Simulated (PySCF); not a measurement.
**Titanium: a sound run and one with changed settings**

Sound run: Ti²⁺ [Ar] 3d2, Ti³⁺ [Ar] 3d1. All numbers are calculated (PySCF 2.14, scalar relativity by spin-free X2C-1e, in x2c-SVPall). In the sound run the correlated levels freeze [Ar]. The sound run starts from symmetry-adapted Hartree-Fock orbitals and uses a fine grid where one is needed.

Changed run: all electrons correlated in a basis built for the valence shell.

```tsv
species	method	sound run (hartree)	changed run (hartree)	converged
Ti²⁺	MP2	-851.93193	-852.06274	yes
Ti³⁺	MP2	n/a	-851.07494	yes
```

Ionisation energy of Ti²⁺:

```csv
method,sound run (eV),changed run (eV)
UHF,27.004,27.004
MP2,27.070,26.879
SCS-MP2,27.026,26.859
```

A valence basis has no tight correlating functions, so it recovers only part of the core correlation, and not evenly between atom and ion.

For comparison, NIST gives 27.492 eV between the lowest levels.
